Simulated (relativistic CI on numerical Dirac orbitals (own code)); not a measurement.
## Tc²⁺ (4d5) in a crystal field

Calculated by Dirac-Coulomb-Breit CI, separate exchange-only KLI orbitals for each configuration, QED by a radiative potential, valence Slater integrals scaled by 0.85, one configuration in a parametric crystal field (own radial code).

Field parameters in Wybourne normalisation: D3d B²₀ = −7Dσ, B⁴₀ = −14Dq − 21Dτ, B⁴₃ = −14√(10/7) Dq. The field is a parameter set, without covalency.

S and J are read from ⟨S²⟩ = S(S + 1) and ⟨J²⟩ = J(J + 1) of each level; they are not fictitious spins.

D3d, 10Dq = 16100, Dσ = -1200, Dτ = -120 cm⁻¹, the lowest 16 levels:

```
E (cm⁻¹)  Degeneracy  Irrep     S     J
     0.0           2     Γ4  2.44  2.60
    30.3           2  Γ5+Γ6  2.47  2.53
    31.4           2     Γ4  2.47  2.54
    1356           2     Γ4  0.69  4.46
    3967           2     Γ4  0.69  4.46
    4792           2  Γ5+Γ6  0.82  4.26
    6032           2  Γ5+Γ6  1.43  3.78
    6093           2     Γ4  1.50  3.59
    6892           2     Γ4  1.48  3.76
    7036           2  Γ5+Γ6  1.43  3.80
    7132           2     Γ4  1.46  3.66
    7351           2     Γ4  1.49  3.31
   10025           2     Γ4  1.49  3.78
   10112           2  Γ5+Γ6  1.48  3.71
   13002           2     Γ4  1.48  3.44
   13077           2     Γ4  1.48  3.69
```

Principal g values of the ground doublet: 0.98, 5.38, 5.38.

D3d, 10Dq = 16100, Dσ = -980, Dτ = -120 cm⁻¹, the lowest 16 levels:

| E (cm⁻¹) | Degeneracy | Irrep | S | J |
| --- | --- | --- | --- | --- |
| 0.0 | 2 | Γ4 | 2.45 | 2.58 |
| 24.6 | 2 | Γ5+Γ6 | 2.47 | 2.53 |
| 26.4 | 2 | Γ4 | 2.47 | 2.53 |
| 1638 | 2 | Γ4 | 0.66 | 4.48 |
| 3988 | 2 | Γ4 | 0.67 | 4.46 |
| 4785 | 2 | Γ5+Γ6 | 0.77 | 4.30 |
| 6210 | 2 | Γ5+Γ6 | 1.45 | 3.74 |
| 6303 | 2 | Γ4 | 1.49 | 3.58 |
| 7035 | 2 | Γ4 | 1.49 | 3.73 |
| 7175 | 2 | Γ5+Γ6 | 1.44 | 3.79 |
| 7273 | 2 | Γ4 | 1.46 | 3.70 |
| 7457 | 2 | Γ4 | 1.49 | 3.35 |
| 10356 | 2 | Γ4 | 1.49 | 3.77 |
| 10433 | 2 | Γ5+Γ6 | 1.49 | 3.70 |
| 12782 | 2 | Γ4 | 1.48 | 3.44 |
| 12852 | 2 | Γ4 | 1.49 | 3.68 |

Principal g values of the ground doublet: 0.91, 5.37, 5.37.

D3d, 10Dq = 16100, Dσ = -760, Dτ = -120 cm⁻¹, the lowest 10 levels:

| E (cm⁻¹) | Degeneracy | Irrep | S | J |
| --- | --- | --- | --- | --- |
| 0.0 | 2 | Γ4 | 2.45 | 2.57 |
| 21.0 | 2 | Γ5+Γ6 | 2.47 | 2.53 |
| 23.3 | 2 | Γ4 | 2.47 | 2.53 |
| 1889 | 2 | Γ4 | 0.66 | 4.51 |
| 3998 | 2 | Γ4 | 0.66 | 4.46 |
| 4752 | 2 | Γ5+Γ6 | 0.73 | 4.33 |
| 6380 | 2 | Γ5+Γ6 | 1.47 | 3.70 |
| 6499 | 2 | Γ4 | 1.49 | 3.58 |
| 7148 | 2 | Γ4 | 1.49 | 3.69 |
| 7288 | 2 | Γ5+Γ6 | 1.45 | 3.80 |

Principal g values of the ground doublet: 0.84, 5.35, 5.35.

The free-ion ground term has S = 5/2. Every field shown keeps that spin.

Levels of this model without a field, named by their leading LS term: 6S_5/2 0, 4G_5/2 20191, 4G_7/2 20328, 4G_11/2 20391, 4G_9/2 20416, 4P_5/2 22923, 4P_3/2 23198, 4P_1/2 23571 cm⁻¹.
